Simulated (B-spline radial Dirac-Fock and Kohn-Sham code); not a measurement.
# Binding energies of Sb³⁺ at several levels of theory

System: Sb³⁺ in the configuration [Kr] 4d9 5s2 5p1 (not the ground configuration).

The density-functional columns are spherical, spin-unpolarised Dirac-Kohn-Sham results without Breit or QED terms: −ε is minus the orbital energy of the initial state and ΔSCF the difference of two total energies. The reference in the last column comes from relaxed Dirac-Fock hole states (ΔSCF) with Breit and QED corrections and a finite nucleus. All numbers are from an atomic code on a B-spline grid, in eV; a selection of levels is shown. The Kohn-Sham columns are given as differences from the reference. For the 1s level of heavy atoms much of the gap between ΔSCF and the reference is the Breit and QED part, -102.4 eV here; for other levels the error of the functional can be larger.

```csv
level,LDA −ε − DF,LDA ΔSCF − DF,Dirac-Fock
K,-253.7,+92.4,30541.1
L1,-114.3,-51.4,4756.2
L2,-85.0,-7.1,4432.8
L3,-88.0,-14.8,4184.4
M1,-57.2,-34.8,998.1
M2,-45.4,-22.2,865.8
M3,-44.8,-22.5,818.8
M4,-27.2,-2.6,587.6
N1,-23.9,-12.9,209.8
N2,-17.7,-7.1,162.6
N3,-17.8,-7.4,153.8
"N4,5",-8.3,+1.1,77.97
O1,-2.9,+2.6,45.10
"O2,3",-3.9,+0.9,35.42
```

Values without a named source are computed, but for edge energies of neutral atoms, which are taken from tables.
